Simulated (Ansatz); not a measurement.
Ge₃O₁₀H₈, relaxed as a singlet with RKS PBE-D4/def2-SVP in Ansatz, starting from the GFN2-xTB geometry. Force threshold 0.03 eV/Å.

The structure holds 2 bonds between oxygen atoms, so isomers without such links may lie far lower. The structure comes from a short search, and lower isomers may exist.

Start:

| atom | x (Å) | y (Å) | z (Å) |
| --- | --- | --- | --- |
| Ge1 | -0.9808 | 1.3386 | 1.9295 |
| Ge2 | -0.6494 | -1.5455 | -1.7464 |
| Ge3 | 2.2690 | 0.1882 | 0.5854 |
| O4 | -0.9330 | -0.6796 | -0.2880 |
| O5 | 1.4945 | -1.2370 | 1.1212 |
| O6 | -0.7723 | -0.1036 | 2.8102 |
| O7 | -2.4487 | 1.3208 | 1.0798 |
| O8 | -2.0271 | -1.6103 | -0.6762 |
| O9 | 0.4721 | 1.4656 | 0.8035 |
| O10 | 2.3189 | 0.3083 | -1.2196 |
| O11 | 3.4549 | 0.9623 | 1.2835 |
| O12 | 1.4415 | -0.3633 | -2.1113 |
| O13 | -1.0590 | -0.7564 | -3.2176 |
| H14 | 0.6591 | 2.3423 | 0.4646 |
| H15 | -1.9905 | -0.5644 | -3.3376 |
| H16 | -2.6385 | 0.5055 | 0.6061 |
| H17 | -0.9449 | 2.6140 | 2.6976 |
| H18 | 0.5857 | -1.3380 | 0.8181 |
| H19 | 0.2462 | -2.7089 | -1.7495 |
| H20 | 0.1213 | -0.3923 | 3.0022 |
| H21 | 1.3810 | 0.2537 | -2.8556 |

```csv
step,energy (eV),largest force component (eV/Å),SCF passes
1,-190069.6678,3.411,26
2,-190070.4629,1.495,28
3,-190070.7548,0.841,30
4,-190070.8330,0.696,23
5,-190070.8795,0.875,23
6,-190070.9145,0.454,22
7,-190070.9403,0.238,22
8,-190070.9608,0.706,23
9,-190070.9858,0.773,22
10,-190071.0242,0.518,24
11,-190071.0613,0.701,24
12,-190071.0992,0.528,23
13,-190071.1455,0.564,24
14,-190071.1945,0.488,24
15,-190071.2399,0.330,24
16,-190071.2796,0.513,23
17,-190071.3134,0.468,23
18,-190071.3333,0.542,23
19,-190071.3447,0.091,22
20 (rejected),-190071.3319,0.409,22
21,-190071.3476,0.047,22
22,-190071.3482,0.017,23
```

Force components are those of the run's own axes.

End:

```xyz
21

Ge   -0.846    1.596    1.549
Ge   -0.536   -1.501   -2.003
Ge    2.137   -0.027    0.758
O    -0.935   -1.487   -0.181
O     0.949   -1.109    1.552
O    -0.476    0.685    3.003
O    -1.901    0.903    0.329
O    -1.687   -2.567   -1.034
O     0.827    1.618    0.561
O     2.060   -0.281   -1.101
O     3.518    0.596    1.413
O     0.809    0.171   -1.710
O    -1.488   -0.428   -3.044
H     1.429    2.366    0.774
H    -2.434   -0.533   -2.816
H    -1.750   -0.088    0.214
H    -1.192    3.061    1.838
H     0.303   -1.545    0.912
H     0.666   -2.242   -2.583
H     0.006   -0.146    2.723
H     0.539    0.957   -1.155
```

Bonds formed: Ge2–O12 (atoms count from 1).

No frequencies were taken in this run, so the end may be a saddle point.

Run time 3.5 min (4 threads of Intel Xeon on a shared host), peak host memory 0.66 GiB.
